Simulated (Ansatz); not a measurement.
CH$_{3}$AlFI, SMILES `[CH3][Al]([F])[I]`, relaxed with RKS PBE-D4/def2-SVP in Ansatz from a rough embedded geometry. The force threshold is 0.03 eV/Å; the program also tests the step.

The species carries charge 0 and has multiplicity 1. I takes the def2 core potential.

Start:

```xyz
7

C    -0.267   -0.782   -0.514
Al    0.065    0.799    0.574
F    -1.296    1.568    1.406
I     2.366    1.813    0.774
H     0.746   -1.149   -0.975
H    -0.648   -1.654    0.094
H    -0.966   -0.596   -1.358
```

Task: How much energy does the relaxation release, and in how many steps? (Estimate.)

Result: Computed: 0.19 eV, in 3 steps.

Task: Which bonds change most? (An estimate is asked.)

Result: Computed: Al2–F3 from 1.771 to 1.680 Å; C1–H5 from 1.173 to 1.108 Å; Al2–I4 from 2.523 to 2.480 Å; C1–H6 from 1.130 to 1.110 Å.

Task: Give the relaxed structure. (An estimate is asked.)

Result: The calculation gave: 
```xyz
7

C    -0.234   -0.801   -0.524
Al    0.071    0.789    0.549
F    -1.201    1.532    1.358
I     2.297    1.847    0.827
H     0.699   -1.167   -0.995
H    -0.656   -1.612    0.106
H    -0.976   -0.588   -1.323
```
